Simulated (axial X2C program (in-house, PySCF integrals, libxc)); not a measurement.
**Potential curves of PdBi⁺, 2c**

Computed with an axial X2C code built on PySCF integrals. Two-component (2c) means X2C with spin–orbit coupling and atomic mean-field two-electron Coulomb and Gaunt terms. Basis: Bi dyall-v2z [10s12p9d5f], Pd dyall-v2z [10s10p7d2f] (cores contracted in-house); Gaussian nuclei, density fitting, unrestricted open shells. Masses: Bi 208.980 u, Pd 105.903 u.

State: Ω = 0 (closed shell). Energies in kJ/mol from the fragments at the same level (Bi+ + Pd). Fits are polynomials in 1 − R0/R over 0.85 to 1.23 times the lowest point R0.

```csv
R (Å),PBE50
2.2368,-73.62
2.3396,-115.92
2.4167,-132.17
2.4939,-139.64
2.5710,-141.13
2.6610,-138.03
2.7510,-131.76
2.8667,-121.33
3.0081,-107.33
```

The state is one determinant whose occupation by symmetry is held fixed; it was picked as the lowest of a PBE0 search that is not exhaustive. De is counted from the lowest determinant-based energies of the atoms at the same level, without counterpoise correction. The 2c shell is closed although the spin-free state is open, so other pairings can mix in. The lowest spin-free determinant has another configuration (M_S = 1, Λ = 1), so the order of states is uncertain and this need not be the ground state.

(1) Fit the PBE50 curve near its minimum: give the equilibrium distance, the harmonic wavenumber and the well depth.

## Answers

(1) At PBE50, 2c: Re = 2.557 Å, ωe ≈ 168 cm⁻¹, De = 1.46 eV to Bi+ + Pd; Be follows as 0.0367 cm⁻¹.
